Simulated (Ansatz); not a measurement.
Ansatz (a first-principles code) input (CCSD(T)/aug-cc-pV(D+d)Z):
A basis named .json is the Basis Set Exchange file of that set.

Ansatz 0.2 input:
```yaml
crystal:
  periodic: [false, false, false]
  atoms:
    - {symbol: O, position_ang: [-0.70516248, 1.05974816, 0.69267031]}
    - {symbol: S, position_ang: [-0.21511950, 0.12540794, -0.34756975]}
    - {symbol: O, position_ang: [-0.57881428, -1.28730680, -0.03594531]}
    - {symbol: O, position_ang: [1.51914646, 0.05716093, -0.04023071]}
    - {symbol: H, position_ang: [1.56055445, -0.64334528, 0.62916180]}
basis:
  gaussian:
    orbitals: aug-cc-pV_D+d_Z.json
total_charge: -1
magnetization: {spin_polarized: false}
correlation: {method: ccsd_t, electrons: outside_noble_gas}
output: {forces: true}
```

End of the output:

```
cycle   7  -21.24796219 eV  change   -4.1e-4 eV  update   6.3e-4
cycle   8  -21.24751774 eV  change    4.4e-4 eV  update   2.4e-4
cycle   9  -21.24749909 eV  change    1.9e-5 eV  update   9.7e-5
cycle  10  -21.24761918 eV  change   -1.2e-4 eV  update   4.3e-5
cycle  11  -21.24754366 eV  change    7.6e-5 eV  update   2.0e-5
cycle  12  -21.24754751 eV  change   -3.8e-6 eV  update   7.4e-6
perturbative correction -0.85634272 eV, -0.0314700145 hartree
the calculation of the forces begins
Total energy: -16967.70050636 eV, -623.5514924884 hartree
Atom 0 at    -0.705162     1.059748     0.692670 Å, force    -0.503341     1.043157     1.004506 eV/Å
Atom 1 at    -0.215119     0.125408    -0.347570 Å, force     0.412117     0.368555    -1.290762 eV/Å
Atom 2 at    -0.578814    -1.287307    -0.035945 Å, force    -0.357241    -1.401575     0.227642 eV/Å
Atom 3 at     1.519146     0.057161    -0.040231 Å, force     0.403491     0.199824    -0.095919 eV/Å
Atom 4 at     1.560554    -0.643345     0.629162 Å, force     0.044973    -0.209962     0.154533 eV/Å
Dipole moment:     0.196761    -0.065372    -0.135826 e Å
```

It need not be the lowest isomer of its formula.
